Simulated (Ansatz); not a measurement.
Job for Ansatz (a quantum-chemistry and plane-wave program): R-CCSD(T)/aug-cc-pV(D+d)Z on N2 (SMILES N#N) with ghost functions, monomers drawn apart or pushed together. Files ending in .json are basis or fitting sets from the Basis Set Exchange.

Ansatz 0.2 input:
```yaml
crystal:
  periodic: [false, false, false]
  atoms:
    - {symbol: N, position_ang: [0.50565064, 0.47640010, -1.19338060]}
    - {symbol: N, position_ang: [0.49268073, 0.56277065, -0.10672647]}
basis:
  gaussian:
    orbitals: aug-cc-pV_D+d_Z.json
    ghost_atoms:
      - {symbol: O, position_ang: [0.27148011, 0.61258359, 3.95981674]}
      - {symbol: Si, position_ang: [-0.49156215, -0.67787657, 4.64783440]}
      - {symbol: H, position_ang: [0.34811133, 0.63680126, 3.00195636]}
      - {symbol: H, position_ang: [-1.89857245, -0.79450957, 4.18755442]}
      - {symbol: H, position_ang: [-0.46206063, -0.44413767, 6.10523898]}
      - {symbol: H, position_ang: [0.19516547, -1.95596384, 4.33162853]}
magnetization: {spin_polarized: false}
correlation: {method: ccsd_t, electrons: outside_noble_gas}
scf: {lower_state_search: off}
```

The log:

```
Functional definition: HF
[...]
these checks for a lower state are left out or cut short: stability, starts, cluster_reference, orbital_swaps, neighbouring_geometries, increment
integrals: 0.26 GiB planned
1097 factors; integrals over basis functions are off by at most 1.9e-3 eV
mean field: 0.24 GiB planned
mean field evaluation 1: about -2964.6806 eV, gradient 1.0e1 eV
mean field evaluation 2: about -2964.6870 eV, gradient 1.0e1 eV
mean field evaluation 4: about -2964.9926 eV, gradient 3.8e-1 eV
mean field evaluation 8: about -2964.9931 eV, gradient 2.4e-5 eV
mean field -2964.99309471 eV, -108.9614864860 hartree, gradient 6.2e-7 eV, S^2 0.000000; 0 other end points of the search recorded, 0 dependent functions left out
2 core orbitals not correlated
reference -2964.99309471 eV, -108.9614864860 hartree; 5, 5 occupied and 130, 130 virtual orbitals, 1097 factors
second order -8.57652557 eV of doubles, -0.00000000 eV of singles
coupled cluster: 0.77 GiB planned
cycle   1  -8.28886905 eV  change    2.9e-1 eV  update   7.6e-2
cycle   2  -8.59358763 eV  change   -3.0e-1 eV  update   2.3e-2
cycle   3  -8.65654154 eV  change   -6.3e-2 eV  update   1.0e-2
cycle   4  -8.66121160 eV  change   -4.7e-3 eV  update   2.5e-3
cycle   5  -8.66276070 eV  change   -1.5e-3 eV  update   6.1e-4
cycle   6  -8.66274087 eV  change    2.0e-5 eV  update   1.3e-4
cycle   7  -8.66282979 eV  change   -8.9e-5 eV  update   3.0e-5
cycle   8  -8.66284073 eV  change   -1.1e-5 eV  update   9.2e-6
perturbative correction -0.35911094 eV, -0.0131970836 hartree
Total energy: -2974.01504637 eV, -109.2930370945 hartree
Checks for a lower state left out: stability, starts, cluster_reference, orbital_swaps, neighbouring_geometries, increment
```

The calculation finished and met its thresholds.

Cost: about 6 core-seconds (a rough figure).
